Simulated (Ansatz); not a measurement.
A nudged elastic band was laid between two geometries of BCl2H3Si + CH4 (12 atoms, charge 0, multiplicity 1).

The calculation used RKS PBE-D4/6-31G* (Ansatz).

```json
{
  "movable images": "7",
  "climbing image": "yes",
  "spring": "20.0 eV/Å²",
  "optimiser": "quadratic models (default)",
  "start path": "through a guess of the saddle point",
  "force threshold": "0.05 eV/Å",
  "iteration limit": "60",
  "end points": "relaxed"
}
```

Image 0:

```xyz
12
Properties=species:S:1:pos:R:3
B 0.522 -0.531 1.477
Si 1.407 1.082 0.623
Cl 1.177 -2.150 1.232
Cl -0.882 -0.341 2.525
H -1.306 0.567 -1.244
C -1.437 -0.511 -1.428
H 0.429 2.197 0.407
H 2.474 1.573 1.563
H 2.062 0.723 -0.677
H -2.007 -0.959 -0.600
H -0.452 -0.997 -1.508
H -1.987 -0.654 -2.371
```

Image 8:

```xyz
12
Properties=species:S:1:pos:R:3
B -0.748 -1.222 0.629
Si 1.620 1.766 0.089
Cl 0.614 -2.305 0.944
Cl -1.255 -0.141 1.938
H 0.811 0.830 -0.758
C -1.516 -1.261 -0.732
H 0.767 2.932 0.485
H 2.100 1.045 1.309
H 2.793 2.251 -0.708
H -2.300 -2.042 -0.666
H -0.861 -1.542 -1.572
H -2.026 -0.311 -0.958
```

(1) What changes between the two ends?

(2) What energy profile does the band end with?

(3) What is the geometry of the highest image?

Results:

(1) Bonds broken: B1–Si2, H5–C6. Bonds formed: B1–C6, Si2–H5. BCl2H3Si + CH4 becomes CH3BCl2 + H4Si.

(2) It converged. The highest image is number 4 of 0 to 8, 30.0 kcal/mol above the first end and 33.4 kcal/mol above the last; the last end lies 3.4 kcal/mol below the first. Another band between the same ends (7 images) ends at a top of the same energy, where a vibrational analysis finds 1 clearly imaginary mode. The orbitals stay closed-shell, which can raise the energy where a bond breaks towards radicals; this wasn't checked here.

```csv
image,path coordinate (Å),energy (kcal/mol),B1–Si2 (Å),H5–C6 (Å),B1–C6 (Å)
0,0.00,0.0,2.03,1.10,3.50
1,1.01,0.2,2.03,1.10,3.51
2,2.03,0.7,2.03,1.10,3.33
3,3.04,7.5,2.02,1.12,2.64
4,4.06,30.0,2.14,1.42,1.81
5,4.89,6.6,2.64,2.08,1.59
6,5.72,-0.7,3.25,2.45,1.57
7,6.55,-3.2,3.74,2.88,1.56
8,7.38,-3.4,3.85,3.13,1.56
```

(3) 
```xyz
12
Properties=species:S:1:pos:R:3
B -0.102 -0.464 0.536
Si 1.247 1.190 0.375
Cl 0.979 -1.925 0.690
Cl -1.206 -0.012 1.917
H -0.173 0.162 -0.561
C -1.182 -0.792 -0.877
H 0.546 2.507 0.214
H 1.932 1.128 1.702
H 2.248 1.029 -0.733
H -1.668 -1.644 -0.375
H -0.679 -1.151 -1.789
H -1.942 -0.027 -1.099
```

The run took 4.1 min on 2 threads of Arm Neoverse V2, with other jobs on the host, peak memory 0.16 GiB.
